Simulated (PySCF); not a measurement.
C₄H₈Si₂, SMILES [SiH3]C1=CC=C[SiH2]1. Geometry: r2SCAN-D4/def2-SVP. The structure was generated by enumeration, and PubChem lists no compound with its InChIKey, so it may never have been made.

Computed equilibrium geometry at r2SCAN-D4/def2-SVP (PySCF confirms it by a frequency run) as bond lengths and angles, and its point group:
point group Cs.
Atoms: Si1 C2 C3 C4 C5 Si6 H7 H8 H9 H10 H11 H12 H13 H14. Bond lengths (Å): Si1–C2 1.858, Si1–H7 1.497, Si1–H8 1.497, Si1–H9 1.496, C2–C3 1.366, C2–Si6 1.884, C3–C4 1.479, C3–H10 1.100, C4–C5 1.356, C4–H11 1.098, C5–Si6 1.875, C5–H12 1.093, Si6–H13 1.495, Si6–H14 1.495. Bond angles (°): C2–Si1–H7 111.0, C2–Si1–H8 111.0, C2–Si1–H9 109.9, H7–Si1–H8 107.0, H7–Si1–H9 108.9, H8–Si1–H9 108.9, Si1–C2–C3 124.0, Si1–C2–Si6 131.1, C3–C2–Si6 104.9, C2–C3–C4 118.4, C2–C3–H10 122.9, C4–C3–H10 118.8, C3–C4–C5 116.9, C3–C4–H11 119.5, C5–C4–H11 123.6, C4–C5–Si6 106.3, C4–C5–H12 122.3, Si6–C5–H12 131.4, C2–Si6–C5 93.6, C2–Si6–H13 113.4, C2–Si6–H14 113.4, C5–Si6–H13 113.9, C5–Si6–H14 113.9, H13–Si6–H14 108.2.
Charge 0, spin multiplicity 1.
